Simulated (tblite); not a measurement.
Compound: C7H12O.
Numbering: `[CH2:1]=[CH:2]/[CH:3]=[CH:4]/[CH2:5][CH2:6][O:7][CH3:8]` (hydrogens: H9, H10 on C1; H11 on C2; H12 on C3; H13 on C4; H14, H15 on C5; H16, H17 on C6; H18, H19, H20 on C8)

Computed with GFN2-xTB (tblite), gas phase: nudged elastic band of 9 images (0 to 8), spring 0.2 eV/Å², climbing image at the end, force threshold 0.05 eV/Å. No saddle search or frequency run followed, so the top image need not be a first-order saddle, and its height can exceed the method's true barrier by a kcal/mol or more.

The band describes a rotation about C6–O7 (sp3 carbon bound to oxygen, ether oxygen), followed by the dihedral C5–C6–O7–C8, from the optimised start (-73°) to a second optimised geometry at 72°.

**Question.** How does the energy change from image to image?

**Answer.** 
```csv
image,dihedral (°),E (kcal/mol),C6–O7 (Å),C5···C8 (Å),largest true force (eV/Å)
0,-73,0.00,1.407,3.07,0.01
1,-61,0.25,1.407,2.96,0.03
2,-49,1.24,1.410,2.87,0.06
3,-28,3.40,1.418,2.83,0.08
4,5,4.52,1.423,2.81,0.04
5,39,2.18,1.413,2.84,0.08
6,57,0.71,1.409,2.92,0.04
7,66,0.32,1.408,3.00,0.03
8,72,0.12,1.407,3.06,0.01
```

Barriers of this band. The top is image 4 at 5°: 4.52 kcal/mol forward and 4.40 kcal/mol back; the end lies 0.12 kcal/mol above the start. The central bond is 0.016 Å longer at the top than at the start.

Other torsions move too; by image: C4–C5–C6–O7 (-171, -168, -165, -166, -177, 173, 175, 179, 175°).

**Question.** What rate follows at 298 K for crossing this barrier forward?

**Answer.** Taking the electronic barrier for the free energy of activation (no zero-point or entropy terms, transmission 1), rate = (kT/h)·exp(−ΔE/kT) ≈ 3 × 10^9 s⁻¹, whose inverse is 3 × 10^-10 s. An error of 1 kcal/mol in the barrier changes this by a factor of 5, and the method and the loose band can each miss by that much or more.

**Question.** How would the two end points share their population at 298 K, from these energies alone?

**Answer.** exp(−ΔE/kT) with ΔE = 0.005 eV gives 0.82 for the higher one (end) against 1 for the lower, without vibrational, rotational or degeneracy terms. GFN2-xTB can put conformers this close in the wrong order.

The cost below is that of the whole band run. Cost: about 14 s of CPU time on one thread; the machine was shared, so the figure is rough.
